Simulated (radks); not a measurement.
Task: The mean radii <r> (bohr) of the occupied orbitals of an atom or ion are listed with their occupations. All-electron calculation, scalar-relativistic Kohn-Sham, exchange-only LDA, spin-polarised, spherical densities, finite nucleus; Fermi nuclear charge, rms radius of each element as measured or else 0.836 A^(1/3) + 0.57 fm. Program: a radial shooting solver on a logarithmic mesh with Libxc functionals.

| orbital | occ. | <r> |
|---|---|---|
| 1s | 2 | 0.02668 |
| 2s | 2 | 0.1147 |
| 2p | 6 | 0.1003 |
| 3s | 2 | 0.3069 |
| 3p | 6 | 0.3048 |
| 3d | 10 | 0.2811 |
| 4s | 2 | 0.7172 |
| 4p | 6 | 0.7656 |
| 4d | 10 | 0.8787 |
| 5s | 2 | 1.860 |
| 5p | 6 | 2.335 |

Name the element and its charge. Open shells, if any, are filled with parallel spins first.

Result: Z = 54, xenon, charge 0: Xe in [Xe]. The 1s radius gives Z: for a bare nucleus <r> = (2 gamma + 1)/(2Z) with gamma = sqrt(1 - (Z/c)^2), 0.02628 bohr for Z = 54, and screening makes it slightly larger (0.02668 here). The occupations add up to 54, and the charge is Z minus that.
